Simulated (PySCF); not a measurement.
A structure optimised at PBE-D3(BJ)/def2-SVP, used in a PySCF frequency run:

```xyz
11

N     -1.6743    -1.1188     1.0385
Si    -1.0205     0.1521     0.0529
O     -0.5021     1.5787     0.8017
Si     1.0051    -0.6002    -0.8896
F      2.0836     0.4957    -0.2439
H     -1.0823    -1.5937     1.7249
H     -2.6326    -1.0384     1.3901
H     -2.1240     0.5172    -0.8928
H      0.4736     1.6246     0.8406
H      1.4479    -1.9710    -0.4477
H      1.1169    -0.5251    -2.3889
```
Charge 0, spin multiplicity 1.

Task: Write its SMILES and formula.

Result: N[Si@@H](O)[SiH2]F, FH₆NOSi₂

Task: What are its rotational constants (standard atomic weights)?

Result: 4.4851, 1.9843, 1.5737 GHz
